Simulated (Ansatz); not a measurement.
BrFHInS (`[F][In]([SH])[Br]`). Charge 0, multiplicity 1. Correlated methods include outer-core shells of Br, In, which these sets cover unevenly. Scalar relativity is left out up to krypton. In takes the def2 core potential.

```xyz
5

F    -0.202    0.806   -2.310
In    0.084    0.341   -0.453
S    -0.956   -1.601    0.370
Br    1.509    1.874    0.797
H    -0.436   -1.419    1.597
```

(1) Give the diagnostics of a CCSD(T)/def2-TZVPP run (frozen core, the Gaussian-basis code of Ansatz). (Best estimate.)

Results:

(1) Ansatz gave: T1 = 0.0132, largest single amplitude 0.042, largest double 0.034, (T) share of the correlation energy 3.4 %, 9 CCSD cycles. The RHF solution is stable towards an unrestricted one. T1 lies under the customary mark of 0.02 for closed shells.
